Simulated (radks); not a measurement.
La L, 8 electrons, occupied as [He] 2s2 2p4.

Method: non-relativistic Kohn-Sham, LDA (Slater exchange, Perdew-Wang correlation), spin-unpolarised, spherical densities, point nucleus; relativity is left out, which matters for an element this heavy; computed with a radial shooting solver on a logarithmic mesh with Libxc functionals.

Energy parts (hartree):
part                       energy
total                  -5363.8574
kinetic                 5363.0227
electron-nucleus      -11040.7855
Hartree                  384.8742
exchange-correlation     -70.9689

Orbitals (lengths in bohr, moments of r in powers of bohr; r(max) is where P^2 peaks):
\begin{tabular}{lrrrrr}
orbital & occ. & eigenvalue (hartree) & <r^2> & <r> & r(max) \\ \hline
1s & 2 & -1500.808 & 0.0009468 & 0.02662 & 0.01766 \\
2s & 2 & -338.7694 & 0.01431 & 0.1106 & 0.09549 \\
2p & 4 & -330.8017 & 0.01055 & 0.09355 & 0.07412 \\
3s & 0 & -143.8831 & 0.07479 & 0.2566 & 0.2463 \\
3p & 0 & -141.1932 & 0.06712 & 0.2414 & 0.2298 \\
\end{tabular}

The highest occupied level is 2p at -9001.6 eV. For comparison, the ionisation energy in NIST's Atomic Spectra Database is 9184 eV (theoretical). In exact Kohn-Sham theory the highest level is minus the ionisation energy, but local and semilocal functionals leave it too shallow, through self-interaction and a potential that decays too fast; potentials with the right tail come closer.

Beside tabulated values, note that spin-unpolarised runs miss the spin-polarisation part of the exchange energy of open shells.
